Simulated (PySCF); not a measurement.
Species: C₅H₉N₃.
Atom-mapped SMILES: `[CH3:1][CH2:2][n:3]1[cH:4][c:5]([CH3:6])[n:7][n:8]1`

NICS is the negative of the GIAO shielding at a point without a nucleus: at the ring centre (0) and 1 Å above and below it (1); zz is the component along the ring normal. Level: GIAO PBE0/pcSseg-1 (PySCF, non-relativistic, gas phase) on the GFN2-xTB geometry, one conformer.

Ring bond lengths (Å), with Mayer bond orders in brackets: N3–C4 1.353 (1.14), C4–C5 1.379 (1.43), C5–N7 1.352 (1.33), N7–N8 1.279 (1.47), N8–N3 1.326 (1.19).

**Question.** Give the NICS values of each ring in ppm.

**Answer.** 
```
          ring                                                 type  NICS(0)  NICS(1), two faces  NICS(1)zz, two faces  rms pucker (Å)  centre to ring atoms, mean (Å)
N3–C4–C5–N7–N8  5-membered ring with 3 N; formal bonds all aromatic    -12.4       -12.7 / -12.9         -31.4 / -32.4            0.00                            1.14
```

**Question.** What do they say, and how far can they be read as aromaticity?

**Answer.** 
- N3–C4–C5–N7–N8: mean NICS(1)zz -31.9 ppm, shielded, aromatic by this magnetic criterion (flat ring, no four-coordinate atom).

**Question.** What does the geometric index give? HOMA = 1 − mean of α(R − Ropt)² over the ring bonds, with Krygowski's 1993 parameters (CC: Ropt 1.388 Å, α 257.7 Å⁻²; CN: Ropt 1.334 Å, α 93.52 Å⁻²; NN: Ropt 1.309 Å, α 130.33 Å⁻²).

**Answer.** 
- N3–C4–C5–N7–N8: HOMA 0.95; the largest term is that of N7–N8, α(R − Ropt)² = 0.12. The geometric and the magnetic index point the same way.

**Question.** What is the mean of the two in-plane components of NICS at the second NICS(1) probe listed for ring N3–C4–C5–N7–N8, 1 Å off the ring?

**Answer.** The isotropic value is a third of the trace: (3 × -12.9 − (-32.4))/2 = -3.2 ppm.

**Question.** List the ring angles and the Hirshfeld charges of the ring atoms.

**Answer.** 
- N3–C4–C5–N7–N8: N3 109.7° (+0.043 e), C4 104.6° (-0.041 e), C5 107.2° (+0.013 e), N7 109.5° (-0.152 e), N8 109.0° (-0.085 e); sum 540.0° against 540° for a flat convex ring.

**Question.** What are the shieldings of the ring atoms and their hydrogens in the same run (means over atoms taken as equivalent)?

**Answer.** 
```
  atoms                          environment  σ isotropic (ppm)
     N3                pyrrole-type nitrogen               -5.4
     C4  aromatic CH next to a ring nitrogen               61.2
     C5          substituted aromatic carbon               37.8
     N7               pyridine-type nitrogen             -119.6
     N8               pyridine-type nitrogen             -136.5
H on C4                    aromatic hydrogen              24.51
```

Hardware: Arm Neoverse V1, one thread (shared host). Cost: 24 s of wall time, 0.81 GiB resident at most. This is the whole shielding run at PBE0/pcSseg-1, SCF included.

The values belong to the conformer `[CH3:1][CH2:2][n:3]1[cH:4][c:5]([CH3:6])[n:7][n:8]1`: C1–C2–N3–C4 76°.
